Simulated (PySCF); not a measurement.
C₄H₅OP₃.
Structure used (PBE0-D3(BJ)/def2-SVP), in Å, numbered top down from 1:
```
atom  x, y, z in Å
C1     2.616    0.179   -0.146
O2     1.604   -0.797   -0.178
C3     0.313   -0.438   -0.061
P4    -0.698   -1.889   -0.150
C5    -2.319   -1.338    0.004
P6    -3.107    0.196    0.214
C7    -1.809    1.331    0.249
P8    -0.083    1.268    0.133
H9     2.605    0.736    0.807
H10    2.501    0.902   -0.973
H11    3.567   -0.357   -0.251
H12   -3.029   -2.177   -0.040
H13   -2.152    2.367    0.377
```

Level: PBE0/pcSseg-1 in PySCF, non-relativistic, on one gas-phase PBE0-D3(BJ)/def2-SVP geometry that isn't relaxed in the solvent. The solvent is an IEF-PCM continuum (van der Waals radii × 1.2). The model holds no explicit solvent molecules, cavitation or dispersion.

| run | E − E(gas) (kcal/mol) | HOMO (eV) | HOMO–LUMO gap (eV) | dipole (D) |
| --- | --- | --- | --- | --- |
| gas | 0.00 | -6.74 | 4.30 | 1.87 |
| P | -2.78 | -6.71 | 4.28 | 2.25 |
| Q | -3.96 | -6.72 | 4.28 | 2.40 |

Task: The runs were made in chloroform and water. Which run belongs to which solvent?

Result: P = chloroform, Q = water. The dielectric constants are 4.711 (chloroform), 78.36 (water), and the energy falls further as ε rises. In this model the ground state sees the solvent through ε alone.

Task: How constant is the ratio of the lowering to (ε − 1)/(2ε + 1)?

Result: 
```json
{"solvent": "chloroform", "(ε − 1)/(2ε + 1)": "0.356", "E − E(gas) (kcal/mol)": "-2.78", "ratio (kcal/mol)": "-7.8", "polarisation term (kcal/mol)": "-3.04"}
{"solvent": "water", "(ε − 1)/(2ε + 1)": "0.490", "E − E(gas) (kcal/mol)": "-3.96", "ratio (kcal/mol)": "-8.1", "polarisation term (kcal/mol)": "-4.47"}
```

The ratio changes by +3.2 % in size from chloroform to water. The polarisation term is half the interaction of the solute with the induced surface charges.
